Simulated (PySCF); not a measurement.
ClH4NO2Si. Atoms are numbered in the order given.

```xyz
9

N      1.7910    -0.3024    -0.1578
Si     0.1232    -0.0224    -0.3382
O     -0.2384     1.3801    -1.1297
O     -0.6250    -1.2054    -1.2022
Cl    -0.6169     0.0646     1.5935
H      2.1325    -0.7294     0.6945
H      2.3552    -0.5537    -0.9617
H      0.1214     2.1860    -0.7476
H     -1.4774    -0.9682    -1.5809
```
Charge 0, spin multiplicity 1.

The structure is a stationary point at PBE0-D3(BJ)/def2-SVP. The values are those of a single conformer.

Method: SMD-ωB97X/6-31G* run with PySCF.

Solvation free energies are E(SMD) − E(gas) at the gas-phase geometry, for 1 M in both phases. In vacuum the dipole moment is 1.86 D.

### Question
Rank water, acetone, dichloromethane by solvation free energy, most negative first.

### Answer
water (-11.4 kcal/mol), acetone (-9.7 kcal/mol), dichloromethane (-9.0 kcal/mol)
